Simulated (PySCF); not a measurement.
# Tm (thulium, neutral) across methods

[Xe] 4f13 6s2, 2F determinant. Computed with PySCF 2.14 in ANO-RCC-VTZP (8s7p5d3f2g1h, 104 functions), with the spin-free X2C one-electron Hamiltonian (Gaussian nucleus).

```
method   E (hartree)  mean ε 6s β (eV)  mean ε 4f α (eV)  mean ε 4f β (eV)  Σ⟨r²⟩ (bohr²)   ⟨S²⟩
   PBE     -13566.79            -3.806            -3.235            -2.399          73.64  0.751
   LDA     -13557.56            -3.961            -3.466            -2.596          72.50  0.750
  PBE0     -13566.53            -4.348            -6.140            -5.174          74.43  0.751
   UHF  -13561.76561            -5.269           -14.361           -12.952          78.81  0.751
r2SCAN     -13566.87            -3.897            -3.309            -2.409          74.90  0.753
```

Spin-orbit coupling, absent here, splits the open shell strongly.
